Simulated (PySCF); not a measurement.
## Nuclear quadrupole coupling in trichlorosilane

Species: trichlorosilane, Cl₃HSi.
Atom-mapped SMILES: `[Cl:1][SiH:2]([Cl:3])[Cl:4]` (hydrogens: H5 on Si2)

Cartesian coordinates in Å at the PBE0-D3(BJ)/def2-SVP level; atoms count from 1:
```xyz
5
Cl3HSi angstrom
Cl    -0.949    1.671   -0.587
Si     0.006    0.003    0.112
Cl    -1.000   -1.663   -0.517
Cl     1.909   -0.037   -0.631
H      0.051    0.031    1.587
```

Field gradients from the PBE0/pcSseg-1 density (PySCF, non-relativistic), principal values in atomic units, ordered |Vxx| ≤ |Vyy| ≤ |Vzz|:

| atom | Vxx | Vyy | Vzz |
| --- | --- | --- | --- |
| Cl1 | -1.1640 | -1.1966 | 2.3606 |
| Cl3 | -1.1611 | -1.1999 | 2.3610 |
| Cl4 | -1.1579 | -1.1970 | 2.3549 |

Task: Find the asymmetry η = (Vxx − Vyy)/Vzz and the couplings χ = eQV/h (234.96 MHz × Q in barn × V in au), with Q(35Cl) = −0.0817 b.

Result: 
```tsv
atom	environment	nucleus	η	χzz (MHz)	χxx (MHz)	χyy (MHz)
Cl1	silicon-bound chlorine	35Cl	0.01	-45.32	22.35	22.97
Cl3	silicon-bound chlorine	35Cl	0.02	-45.32	22.29	23.03
Cl4	silicon-bound chlorine	35Cl	0.02	-45.21	22.23	22.98
```

The gradient is axial or nearly so (η below 0.05) at Cl1, Cl3 and Cl4. 

Task: What is Vzz at Cl1 in SI units (1 au = 9.71736 × 10²¹ V/m²)?

Result: 2.3606 au = 22.939 × 10²¹ V/m².

Task: And the gradient at the other heavy atoms, for which no coupling is worked out here?

Result: 
```json
{"atom": "Si2", "environment": "chlorine-bound silicon", "Vzz (au)": "-0.597", "η": "0.00"}
```

Task: What couplings would deuterons (Q(2H) = 0.00286 b) have in place of the hydrogens, at this geometry?

Result: 
```json
{"atom": "H5", "bonded to": "Si2", "bond length (Å)": "1.476", "Vzz (au)": "0.1436", "η": "0.00", "χzz (kHz)": "96"}
```

Geometry: PBE0-D3(BJ)/def2-SVP; no solvent, vibrations or thermal averaging. The basis is small and wasn't made for field gradients, so the couplings can be 20 % off.

These values come from a run that also computed NMR shieldings. On one thread, Arm Neoverse N1, no GPU, on a shared host, this took 12 s of wall time.
